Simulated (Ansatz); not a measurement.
Total energies of `CCCCCCCCCC[SeH]` from Ansatz at PBE0-D4/def2-SVP, gas phase (1 Eh = 27.2114 eV = 2625.5 kJ/mol). The reference geometry is relaxed at PBE-D4/def2-SVP.

Cartesian coordinates in Å:
```
C -3.946 -2.571 -2.419
C -2.969 -2.031 -1.374
C -3.330 -0.625 -0.879
C -2.411 -0.066 0.216
C -0.962 0.177 -0.218
C -0.096 0.816 0.871
C 1.358 1.048 0.451
C 2.214 1.687 1.548
C 3.660 2.002 1.136
C 4.476 0.813 0.630
Se 4.539 -0.632 1.999
H -3.979 -1.916 -3.316
H -4.979 -2.626 -2.017
H -3.665 -3.588 -2.760
H -1.941 -2.028 -1.798
H -2.931 -2.723 -0.502
H -3.336 0.076 -1.746
H -4.376 -0.639 -0.500
H -2.420 -0.756 1.091
H -2.837 0.892 0.589
H -0.954 0.827 -1.123
H -0.493 -0.781 -0.534
H -0.551 1.783 1.183
H -0.113 0.172 1.780
H 1.803 0.073 0.152
H 1.382 1.690 -0.460
H 2.219 1.018 2.438
H 1.733 2.629 1.890
H 3.651 2.765 0.323
H 4.190 2.472 1.992
H 4.039 0.386 -0.295
H 5.518 1.119 0.416
H 5.508 -1.461 1.237
```

```json
{"state": "charge 0 singlet", "geometry": "reference", "energy (Eh)": "-2794.55784"}
{"state": "charge 1 doublet", "geometry": "reference", "energy (Eh)": "-2794.24279"}
{"state": "charge 1 doublet", "geometry": "relaxed at PBE-D4/def2-SVP", "energy (Eh)": "-2794.24383"}
{"state": "charge -1 doublet", "geometry": "reference", "energy (Eh)": "-2794.48383"}
{"state": "charge -1 doublet", "geometry": "relaxed at PBE-D4/def2-SVP", "energy (Eh)": "-2794.51110"}
{"state": "free C atom (triplet)", "geometry": "–", "energy (Eh)": "-37.76066"}
{"state": "free Se atom (triplet)", "geometry": "–", "energy (Eh)": "-2400.91098"}
{"state": "free H atom (doublet)", "geometry": "–", "energy (Eh)": "-0.50029"}
```

Problem. Work out the vertical ionisation energy to the doublet.

Solution. E(charge 1 doublet) − E(charge 0 singlet) = -2794.24279 − (-2794.55784) = 0.31505 Eh = 8.57 eV. For comparison, −ε of the highest occupied level is 6.27 eV at this level, 2.30 eV less.

Problem. Work out the vertical electron affinity, to the doublet.

Solution. E(charge 0 singlet) − E(charge -1 doublet) = -2794.55784 − (-2794.48383) = -0.07401 Eh = -2.01 eV; negative, so the extra electron isn't bound. The basis lacks diffuse functions, which makes affinities too small.

Problem. Give the fundamental gap IE − EA, the Mulliken electronegativity (IE + EA)/2 and the hardness (IE − EA)/2.

Solution. From the values in Eh: IE − EA = 0.31505 − (-0.07401) = 0.38906 Eh = 10.59 eV; (IE + EA)/2 = 3.28 eV; (IE − EA)/2 = 5.29 eV. The HOMO–LUMO gap of the same run is 6.63 eV, 3.96 eV smaller than the fundamental gap.

Problem. How much does the charge 1 doublet relax, and what is the adiabatic ionisation energy?

Solution. Relaxation: -2794.24279 − (-2794.24383) = 0.00104 Eh = 0.03 eV. Adiabatic ionisation energy: 0.31401 Eh = 8.54 eV, without zero-point energy. 

Problem. How much does the charge -1 doublet relax, and what is the adiabatic electron affinity?

Solution. Relaxation: -2794.48383 − (-2794.51110) = 0.02727 Eh = 0.74 eV. Adiabatic electron affinity: -0.04674 Eh = -1.27 eV, without zero-point energy. Bonds change on the way (1 lost, 0 formed), so the relaxed form is another species. 

Problem. What is the binding energy per atom against free atoms?

Solution. Atoms: 10 × (-37.76066) + 1 × (-2400.91098) + 22 × (-0.50029) = -2789.52396 Eh. Binding: -2789.52396 − (-2794.55784) = 5.03388 Eh = 136.98 eV, or 4.15 eV for each of 33 atoms (no zero-point energy, no counterpoise term).

At PBE0-D4/def2-SVP the highest occupied level of the charge -1 doublet lies above zero (up to 3.50 eV). By energy differences it is unbound by 2.01 eV (vertical, against the charge 0 singlet, at PBE0-D4/def2-SVP) and held by the finite basis. At PBE0-D4/def2-SVP the highest occupied level of the relaxed charge -1 doublet lies above zero (up to 1.55 eV). By energy differences it is unbound by 1.27 eV (each at its own geometry, against the charge 0 singlet, at PBE0-D4/def2-SVP) and held by the finite basis.
